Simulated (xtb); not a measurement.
Cl$_{3}$OTa (SMILES [O]=[Ta]([Cl])([Cl])[Cl]), singlet, geometry from GFN2-xTB (such geometries of metal compounds can be far from the true shape); GFN2-xTB (xtb).

Here is a job for xtb.
```
$ xtb mol.xyz --gfn 2 --json

# file mol.xyz
5

Ta     0.15665099     0.08849969    -0.15002696
O      1.28874592     0.72807464    -1.23425093
Cl     1.08693711    -0.91589593     1.59030402
Cl    -1.17072286    -1.42716546    -1.06863054
Cl    -1.19536069     1.62040996     0.70338389
```

Q: Predict the main parts of the log of this xtb run.

A: 
```
   ID    Z sym.   atoms
    1   73 Ta     1
    2    8 O      2
    3   17 Cl     3-5

           -------------------------------------------------
          |                Calculation Setup                |
           -------------------------------------------------

           -------------------------------------------------
          |                 G F N 2 - x T B                 |
           -------------------------------------------------

          ...................................................
          :                      SETUP                      :
          :.................................................:
          :  # basis functions                  44          :
          :  # atomic orbitals                  40          :
          :  # shells                           14          :
          :  # electrons                        32          :
          :  max. iterations                   250          :
          :  Hamiltonian                  GFN2-xTB          :
          :  restarted?                      false          :
          :  GBSA solvation                  false          :
          :  PC potential                    false          :
          :  electronic temp.          300.0000000     K    :
          :  accuracy                    1.0000000          :
          :  -> integral cutoff          0.2500000E+02      :
          :  -> integral neglect         0.1000000E-07      :
          :  -> SCF convergence          0.1000000E-05 Eh   :
          :  -> wf. convergence          0.1000000E-03 e    :
          :  Broyden damping             0.4000000          :
          :  net charge                          0          :
          :  unpaired electrons                  0          :
          ...................................................

 iter      E             dE          RMSdq      gap      omega  full diag
   1    -19.7374401 -0.197374E+02  0.708E+00    3.02       0.0  T
   2    -19.8246665 -0.872264E-01  0.875E+00    4.46       1.0  T
   3    -19.8921680 -0.675015E-01  0.632E+00    3.85       1.0  T
   4    -19.8960499 -0.388183E-02  0.332E+00    3.95       1.0  T
   5    -19.9030502 -0.700038E-02  0.103E+00    3.65       1.0  T
   6    -19.9033085 -0.258207E-03  0.491E-01    3.80       1.0  T
   7    -19.9036465 -0.338076E-03  0.128E-01    3.72       1.0  T
   8    -19.9036553 -0.873784E-05  0.610E-02    3.75       1.0  T
   9    -19.9036602 -0.497583E-05  0.308E-02    3.74       1.5  T
[...]
         :: total energy             -19.865602856937 Eh    ::
[...]
       ...                                ...                  ...
        40                          0.9887236              26.9045
      -------------------------------------------------------------
                  HL-Gap            0.1374347 Eh            3.7398 eV
             Fermi-level           -0.3850397 Eh          -10.4775 eV

     #   Z          covCN         q      C6AA      α(0)
     1  73 Ta       2.988     1.016   275.862    36.169
     2   8 O        0.722    -0.484    23.507     6.497
     3  17 Cl       0.756    -0.177   104.511    15.638
     4  17 Cl       0.756    -0.177   104.511    15.638
     5  17 Cl       0.756    -0.177   104.511    15.638

 Mol. C6AA /au·bohr⁶  :       2671.287267
 Mol. C8AA /au·bohr⁸  :     191509.409724
 Mol. α(0) /au        :         89.579227

Wiberg/Mayer (AO) data.
largest (>0.10) Wiberg bond orders for each atom

 ---------------------------------------------------------------------------
     #   Z sym  total        # sym  WBO       # sym  WBO       # sym  WBO
 ---------------------------------------------------------------------------
     1  73 Ta   5.788 --     2 O    2.138     4 Cl   1.217     5 Cl   1.217
                             3 Cl   1.217
     2   8 O    2.366 --     1 Ta   2.138
     3  17 Cl   1.441 --     1 Ta   1.217
     4  17 Cl   1.441 --     1 Ta   1.217
     5  17 Cl   1.441 --     1 Ta   1.217
 ---------------------------------------------------------------------------

Topologies differ in total number of bonds
Writing topology from bond orders to xtbtopo.mol

molecular dipole:
                 x           y           z       tot (Debye)
 q only:       -0.450      -0.254       0.431
   full:       -1.029      -0.581       0.985       3.911
molecular quadrupole (traceless):
                xx          xy          yy          xz          yz          zz
 q only:       -0.523      -1.161       0.876       1.968       1.112      -0.353
  q+dip:       -0.921      -2.045       1.543       3.467       1.959      -0.622
   full:       -1.120      -2.486       1.876       4.214       2.381      -0.756

           -------------------------------------------------
          | TOTAL ENERGY              -19.865602856937 Eh   |
          | GRADIENT NORM               0.000043878935 Eh/α |
          | HOMO-LUMO GAP               3.739787308131 eV   |
           -------------------------------------------------

normal termination of xtb
```
